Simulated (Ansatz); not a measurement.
Pulling on the Be1–O2 bond in BeO (multiplicity 1 held). Energies count from the point at 1.327 Å.


Restricted levels (R-, RO-) in cc, def2 and unpolarised 6-31G sets keep to the state of the molecule at rest. Unrestricted levels (U-) break spin symmetry where that is lower. Levels need not reach the same state.

Cores are frozen in the correlated methods.

Run with Ansatz (Gaussian orbitals). Each number belongs to the level named beside it.

Energies in kJ/mol.

```
R (Å)  R-HF/aug-cc-pVDZ  U-MP2/aug-cc-pVDZ  R-SCS-MP2/aug-cc-pVDZ  U-SCS-MP2/aug-cc-pVDZ
-----  ----------------  -----------------  ---------------------  ---------------------
1.061               289                199                    358                    209
1.194                47                -77                     84                    -66
1.327                 0                  0                      0                      0
1.459                48                -50                      7                    -50
1.592               134                -46                     55                    -45
1.791               258                  7                    194                      8
1.990               337                 80                    354                     81
2.322               407                244                    524                    241
2.653               439                363                    609                    347
3.051               456                389                    654                    367
3.582               464                393                    673                    368
4.245               465                393                    678                    367
5.307               466                392                    679                    367
```

Doubts at one or more of the structures used: a restricted determinant that unrestricted orbitals would lower (R-HF/aug-cc-pVDZ, R-SCS-MP2/aug-cc-pVDZ); a spin-contaminated determinant (U-MP2/aug-cc-pVDZ, U-SCS-MP2/aug-cc-pVDZ).

Ansatz is a quantum-chemistry and plane-wave program.
